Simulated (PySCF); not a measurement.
H3B3O3, charge -1, doublet, geometry from GFN2-xTB (a state made from the parent by changing its charge; the spin is typed, not shown lowest) (in this run its highest filled SCF level lies above zero, so its values depend strongly on the basis, on diffuse functions most of all). Base run: PySCF with TPSS/def2-SV(P).

Geometry (Å):
```xyz
9

B     -0.6073     1.1969     0.1690
O     -1.4035     0.0338     0.1676
B     -0.6950    -1.1569    -0.0907
O      0.6128    -1.2331    -0.1928
B      1.4817    -0.0540    -0.0111
O      0.7034     1.1970     0.0754
H     -1.2023     2.2322     0.2876
H     -1.3655    -2.1466    -0.1956
H      2.3698     0.0032    -0.8299
```
Charge -1, spin multiplicity 2.
Orbitals are unrestricted.
All else is at PySCF's defaults.
Base energy -302.09824 Eh.

The base run was repeated with changes; each row names its change, and settings that it needs were set with it.

| change | ΔE vs base (mEh) | SCF cycles | <S^2> | outcome |
|---|---|---|---|---|
| base | 0.000 | 11 | 0.752 | converged |
| init_guess = mod_huckel | 0.000 | 12 | 0.752 | converged |
| diis_space = 2 | 0.000 | 41 | 0.752 | converged |
| diis = off; damp = 0.6 (with mf.diis_start_cycle = 200; with mf.max_cycle = 150) | 0.000 | 20 | 0.752 | converged |
| diis = off (with mf.max_cycle = 100) | - | 100 | - | not converged |
| diis = off; damp = 0.3 (with mf.diis_start_cycle = 200; with mf.max_cycle = 150) | - | - | - | cut at the time limit |
| conv_tol_grad = 1e-7 | 0.000 | 17 | 0.752 | converged |
| DIIS = EDIIS | - | 50 | - | not converged |
| level_shift = 1.0 (with mf.max_cycle = 100) | 0.000 | 65 | 0.752 | converged |

Open shells are given as the SCF converged; they aren't shown to be the lowest states, and a large step between rows can be another state.
